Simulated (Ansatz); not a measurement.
SnGe₅. Total charge 0; singlet. Geometry r2SCAN-D4/def2-SVP; atoms count from 1.

```xyz
6

Ge   -0.5222   -0.5867   -1.8558
Ge    1.7029   -1.1738   -0.3969
Ge    0.6363    0.7699    1.9794
Ge   -1.7808    1.1065   -0.1434
Ge    0.7138    1.1319   -0.4356
Sn   -0.7500   -1.2479    0.8522
```

In the def2 sets Sn takes a core potential; there is no spin–orbit coupling. The restricted singlet is unstable towards broken spin symmetry in Hartree–Fock (as tested in another run); at PBE0-D4/def2-TZVP this wasn't settled. Another isomer (singlet) lies 0.51 eV lower at PBE0-D4/def2-TZVP; other spin states weren't run for this one.

Q: Estimate the Mulliken populations from the PBE0/def2-TZVP orbitals of Ansatz.

A: 
```
atom  charge (e)
 Ge1       -0.01
 Ge2        0.02
 Ge3        0.06
 Ge4        0.02
 Ge5       -0.10
 Sn6        0.02
```
Mulliken values and Mayer orders depend strongly on the basis.

Q: And the Mayer bond orders between bonded heavy atoms (over 0.3)?

A: Ge1–Ge2 0.62 (2.72 Å); Ge1–Ge4 0.63 (2.72 Å); Ge1–Ge5 0.59 (2.55 Å); Ge1–Sn6 0.54 (2.80 Å); Ge2–Ge5 0.72 (2.51 Å); Ge2–Sn6 0.65 (2.75 Å); Ge3–Ge5 0.86 (2.44 Å); Ge3–Sn6 0.74 (2.70 Å); Ge4–Ge5 0.71 (2.51 Å); Ge4–Sn6 0.65 (2.76 Å); Ge5–Sn6 0.48 (3.08 Å). Values over 0.3 also appear between atoms too far apart for a bond (Ge1–Ge3 0.36 at 4.23 Å; Ge2–Ge3 0.34 at 3.25 Å; Ge2–Ge4 0.36 at 4.17 Å; Ge3–Ge4 0.34 at 3.23 Å); they arise where an orbital or an unpaired electron spreads over both atoms.
